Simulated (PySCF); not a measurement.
C$_{2}$H$_{6}$ClFGe (SMILES [CH3][Ge]([CH3])([F])[Cl]), singlet, geometry from GFN2-xTB. Base run: CAMB3LYP/6-31G, polarisability run with PySCF.

Input for PySCF:
```python
from pyscf import gto, scf, dft
from pyscf.prop import polarizability

mol = gto.M(
    atom='''
C     1.78991447   -1.10307186    0.05265901
Ge    0.04639809   -0.15158912    0.18556666
C    -1.56585931   -1.04021026    0.94307027
F     0.37931283    1.16066558    1.34760961
Cl   -0.41112826    0.86369707   -1.61043203
H     2.55320922   -0.40579348   -0.28083458
H     1.71953641   -1.91882714   -0.65923802
H     2.07105252   -1.49637176    1.02401214
H    -2.36916300   -0.31358577    1.02525334
H    -1.88614646   -1.85128415    0.29748338
H    -1.34219377   -1.43243356    1.92967298
''',
    basis='6-31g',
    verbose=3,
)

mf = dft.RKS(mol)
mf.xc = 'camb3lyp'
mf.kernel()
alpha = mf.Polarizability().polarizability()[2, 2]
print('alpha_zz =', alpha)
```

Variants of this job, named by their change:

```
change                                         alpha_zz (bohr³)  basis functions  core-seconds (rough)
---------------------------------------------  ----------------  ---------------  --------------------
base                                                      53.57               79                    90
finite field (a.u.) = 0.001; conv_tol = 1e-11             53.57               79                   100
finite field (a.u.) = 0.001; conv_tol = 1e-6              53.58               79                    90
basis = cc-pVDZ                                           56.51              117                   200
basis = STO-3G                                            30.97               48                    20
functional = pbe                                          55.94               79                    30
functional = lda,vwn                                      56.47               79                    20
functional = pbe0                                         54.06               79                    40
finite field (a.u.) = 0.005; conv_tol = 1e-11             53.57               79                   100
finite field (a.u.) = 0.05; conv_tol = 1e-11              53.90               79                   100
```

Finite-field rows take the second difference of the energy in a field along z; a small field with loose convergence shows SCF noise divided by the square of the field, and a large one adds hyperpolarisability.
